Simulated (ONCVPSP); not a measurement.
Before and after: ONCV potential for Sb (Z = 51)

ONCVPSP 4.0.1 input, shortened (lines: element, Z, core and valence counts, functional; n l f; lmax; l rc ep ncon nbas qcut; lloc lpopt rc5 dvloc0; l nproj debl; icmod fcfact rcfact), PBEsol, fully relativistic:

```
  Sb 51.00    9    2  -116133      upf
    1    0    2.00
    2    0    2.00
    2    1    6.00
    3    0    2.00
    3    1    6.00
    3    2   10.00
    4    0    2.00
    4    1    6.00
    4    2   10.00
    5    0    2.00
    5    1    2.75
    1
    0    1.90    0.00    3    8    3.00
    1    2.45    0.00    3    7    2.80
    4    5    1.70    4.00
    0    1    3.70
    1    2    3.30
    0    0.00    0.00
```

Open shells are filled in proportion to 2j + 1.

Change: s: qcut 3.2.

Cutoffs: the cutoffs (Ha) at which the residual kinetic energy of the hardest occupied pseudo-wave falls to 1 and 0.1 mHa per electron; they do not see the model core or the augmentation charge, which bear on the density cutoff. Errors are all-electron minus pseudo energies relative to the spin-unpolarised reference configuration.

**Question.** What does the change do?

**Answer.** The potential gets softer (21 Ha and 55 Ha → 12 Ha and 52 Ha); the errors of the 4 common tests hardly move; neither file shows a bound ghost.

| quantity | base | changed |
| --- | --- | --- |
| cutoff, loose | 21 Ha | 12 Ha |
| cutoff, tight | 55 Ha | 52 Ha |
| loose cutoff by channel | s 21 Ha, p 3.8 Ha | s 12 Ha, p 3.8 Ha |
| bound ghosts | none | none |
| GHOST(+) flags under 300 eV | none | none |
| error for 5s2 5p3, meV [ΔE -1.42 eV] | -0.5 | -0.5 |
| error for 5s2 5p2, meV [ΔE 6.94 eV] | -2.6 | -2.9 |
| error for 5s2 5p1, meV [ΔE 22.97 eV] | -25 | -27 |
| error for 5s1 5p3, meV [ΔE 15.67 eV] | +15 | +15 |
| s: phases at 1.93 bohr within 0.05 rad from the reference energy up to (Ha; the scan ends near 5) | 0.5 | 0.6 |
| p3/2: phases at 2.48 bohr within 0.05 rad from the reference energy up to (Ha; the scan ends near 5) | 4.9 | 4.9 |
| p1/2: phases at 2.48 bohr within 0.05 rad from the reference energy up to (Ha; the scan ends near 5) | 5.0 | 5.0 |
